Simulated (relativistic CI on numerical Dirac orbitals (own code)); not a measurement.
## Electric-dipole transitions in Cu⁵⁺

These numbers are calculated, not measured: Dirac-Coulomb-Breit CI, KLI orbitals optimised for each configuration, model QED (radiative potential, 1s self-energy scaled to tabulated hydrogen-like ionisation energies), valence Slater integrals scaled by 0.85, P86 correlation estimate, and configurations built on the next ion tied to the tabulated ionisation energy (semi-empirical) (own radial code, finite nucleus).

Configuration list (outside the closed core [Ne]): 3s²3p⁶3d⁶, 3s²3p⁶3d⁵4s, 3s²3p⁶3d⁵4p, 3s²3p⁶3d⁵4d, 3s²3p⁶3d⁵5s, 3s²3p⁶3d⁵4f, 3s²3p⁵3d⁷, 3s²3p⁴3d⁸, 3s²3p⁶3d⁵5p, 3s3p⁶3d⁷, 3s²3p⁶3d⁴4s², 3s²3p⁶3d⁵5d, 3s²3p⁶3d⁵5f, 3s²3p⁶3d⁵5g, 3s²3p⁶3d⁴4s4p, 3s²3p⁶3d⁴4p², 3s²3p⁶3d⁴4s4d, 3s²3p⁵3d⁶4s, 3p⁶3d⁸, 3s²3p⁶3d⁴4p4d, 3s²3p⁵3d⁶4p. Levels of other configurations are missing.

```tsv
λ vac (Å)	Lower	Upper	A (s⁻¹)	E lower (cm⁻¹)	E upper (cm⁻¹)
252.36	3s²3p⁶3d⁶ ⁵D4 [1]	3s²3p⁶3d⁵4p ⁵D°4 [153]	7.03e+09	0	396260
256.41	3s²3p⁶3d⁶ ⁵D4 [1]	3s²3p⁶3d⁵4p ⁵P°3 [134]	7.79e+09	0	390002
260.20	3s²3p⁶3d⁶ ⁵D4 [1]	3s²3p⁶3d⁵4p ⁵F°5 [114]	6.46e+09	0	384322
260.32	3s²3p⁶3d⁶ ⁵D3 [2]	3s²3p⁶3d⁵4p ⁵F°4 [116]	5.60e+09	1177	385322
262.09	3s²3p⁶3d⁶ ¹I6 [22]	3s²3p⁶3d⁵4p ¹H°5 [257]	1.70e+10	44887	426442
265.50	3s²3p⁶3d⁶ ³H6 [8]	3s²3p⁶3d⁵4p ³H°6 [181]	7.51e+09	29480	406121
272.19	3s²3p⁶3d⁶ ¹I6 [22]	3s²3p⁶3d⁵4p ¹I°6 [192]	1.13e+10	44887	412278
273.69	3s²3p⁶3d⁶ ³H5 [10]	3s²3p⁶3d⁵4p ³G°4 [150]	8.05e+09	30021	395398
285.35	3s²3p⁶3d⁶ ⁵D4 [1]	3s²3p⁶3d⁵4p ⁵P°3 [96]	7.47e+09	0	350444
1050.6	3s²3p⁶3d⁵4s ¹I6 [62]	3s²3p⁶3d⁵4p ¹I°6 [192]	1.62e+09	317094	412278
1058.1	3s²3p⁶3d⁵4s ⁷S3 [35]	3s²3p⁶3d⁵4p ⁷P°4 [93]	1.70e+09	246180	340692
1059.5	3s²3p⁶3d⁵4s ⁵G6 [37]	3s²3p⁶3d⁵4p ⁵H°7 [120]	1.71e+09	291552	385937
1066.0	3s²3p⁶3d⁵4s ⁵G5 [38]	3s²3p⁶3d⁵4p ⁵H°6 [117]	1.62e+09	291666	385470
1067.6	3s²3p⁶3d⁵4s ³H6 [77]	3s²3p⁶3d⁵4p ³I°7 [237]	1.65e+09	327235	420902
1071.3	3s²3p⁶3d⁵4s ³I7 [61]	3s²3p⁶3d⁵4p ³K°8 [179]	1.68e+09	312519	405862
1104.6	3s²3p⁶3d⁵4s ¹I6 [62]	3s²3p⁶3d⁵4p ¹K°7 [186]	1.40e+09	317094	407624
1108.9	3s²3p⁶3d⁵4s ⁵G6 [37]	3s²3p⁶3d⁵4p ⁵G°6 [111]	1.41e+09	291552	381728
1113.7	3s²3p⁶3d⁵4s ⁵G5 [38]	3s²3p⁶3d⁵4p ⁵G°5 [110]	1.12e+09	291666	381459
1115.3	3s²3p⁶3d⁵4s ³G4 [47]	3s²3p⁶3d⁵4p ³H°5 [136]	1.36e+09	301041	390699
1121.7	3s²3p⁶3d⁵4s ³G5 [45]	3s²3p⁶3d⁵4p ³H°6 [135]	1.36e+09	300947	390098
```

Terms are leading LS components. Brackets give the number of a level in order of energy, since labels repeat. The list gives strong lines, with weight on those to low levels, without configurations that were not tied to measured data, without lines whose two gauges differ by over a factor of 2.5, among the lowest 300 of 7232 levels, so that lines to higher ones, which can be the strongest, are missing. Levels whose partners in the same complex of configurations lie outside the list can be far off, and so can their lines. Rates are taken at the computed energies, electric ones in the length gauge.

Configurations that consist of the next ion and one excited electron were tied to the tabulated ionisation energy; Rydberg ones are usually within 1,000 to 3,000 cm⁻¹ and the lowest ones within about 6,000 (9,000 in d shells), while levels on excited terms of the next ion carry the error of that term, and the other configurations can be misplaced by 10,000 cm⁻¹ or more. Rates follow the energies as ν³ (E1, M1) or ν⁵ (E2), so rates, branching and lifetimes can be off by large factors. 62 of the 63 excited levels that our extract of the measured tables holds in this range could be paired (the sources list more); they are missed by 5110 cm⁻¹ on average and 10358 at most, and levels without a partner can miss by more.
